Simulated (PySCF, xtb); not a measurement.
ClHMoO2S, SMILES [Mo]([Cl])(=[O])(=[O])[SH], multiplicity 1.

GFN2-xTB (xtb) at its own geometry gives an orbital gap of 3.08 eV and a dipole moment of 3.87 D.

Geometry: PBE0-D3(BJ)/def2-SVP. The multiplicity is an assumed one; no other spin state was optimised. The structure was generated by enumeration; whether it is a known compound was not checked. The def2 effective core potentials stand for the cores of Mo; spin–orbit coupling is left out. Other conformers were not sampled.

### Question
What does PySCF with PBE0/def2-TZVP give? (The exact figures need the calculation; the answer reports its results.)

### Answer
gap 5.16 eV (levels -8.67 and -3.51 eV), dipole 2.15 D.
